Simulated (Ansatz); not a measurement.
Gas-phase electronic energies from Ansatz, PBE0-D4/def2-TZVP geometries. CCSD(T)/CBS adds triple-zeta CCSD(T) − MP2 to the extrapolated MP2 energy (def2 sets, frozen cores). DFT in def2-TZVPP. For Ga, Ge outer-core shells are correlated without core-valence functions, which leaves a few kJ/mol of doubt a bond. Scalar relativity is left out up to krypton. Each species was taken in one conformer, which may not be the lowest.

Reaction (substitution at a C–Ge bond): `[CH3][Ge]([OH])([OH])[F]` + `C[O][Ga]([OH])[OH]` → `C[O][Ga]([OH])[O]C` + `[OH][GeH]([OH])[F]`

```csv
level,ΔE (kJ/mol)
ωB97M-V,111.2
PBE0,110.0
CCSD(T)/def2-TZVPP,112.3
HF/CBS(def2),97.3
```

**Question.** What does CCSD(T)/CBS give? (Estimate.)

**Answer.** Ansatz gave: +116.0 kJ/mol. The listed levels differ from it by -4.8, -6.0, -3.7, -18.7 kJ/mol.

Largest T1 diagnostic among the species: 0.014.

In def2-TZVPP, CCSD(T) changes the Hartree–Fock value by +13.8 kJ/mol (the triples alone add +0.7 kJ/mol) and MP2 by +20.9 kJ/mol.
